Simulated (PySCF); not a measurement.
Planning a geometry optimisation on Mo(SH)4 (`[SH][Mo]([SH])([SH])[SH]`) [triplet].

Method: PBE0-D3(BJ)/def2-SVP geometry optimisation, gas phase, def2 core potentials past Kr (PySCF 2.14.0). Work: geometry optimisation from a GFN2-xTB start shaken at random, density fitting, unrestricted. A driver script takes a list of jobs; this job's settings line and coordinates (Å) are shown.

Input:
```
{"job": {"xc": "PBE0", "basis": "def2-SVP", "d3": "d3bj", "grid": 1, "maxiter": 30, "shake": 0.03, "kind": "geom"}, "charge": 0, "multiplicity": 3}
Mo     0.277190    -0.347950     0.185770
S      0.116610     0.008830     2.470380
H      0.148860     1.345710     2.536740
S      2.356180    -0.198980    -0.892180
H      2.745830    -1.375990    -0.432210
S     -0.981810     1.720970    -0.399360
H     -0.965790     1.571290    -1.719600
S     -1.250220    -1.780760    -0.721350
H     -2.314110    -1.012570    -1.053850
```

Hardware: one thread, Arm Neoverse V2 (aarch64), shared host with 96 logical CPUs at a one-minute load of 40. PySCF's memory limit was set to 2320 MB.

Q: How large is the basis?

A: 123 functions.

Q: How long does the run take?

A: About 4.8 min. The run took 18 energy-and-gradient evaluations and 170 SCF cycles, 16 s an evaluation on average.

Q: How much memory does it need at the peak?

A: About 0.56 GiB. Peak memory is the resident size of the whole Python process, interpreter and libraries included.

Q: At this speed, how long would 20000 such jobs take on 64 cores, one job a core?

A: 20000/64 gives 313 rounds of 4.8 min, about 25 h of wall time and 1600 core-hours, if the jobs don't slow each other.

Times come from a shared host and carry two figures at best.

The run converged: final energy -1662.42746 Eh after 17 steps; dipole 0.87 D.
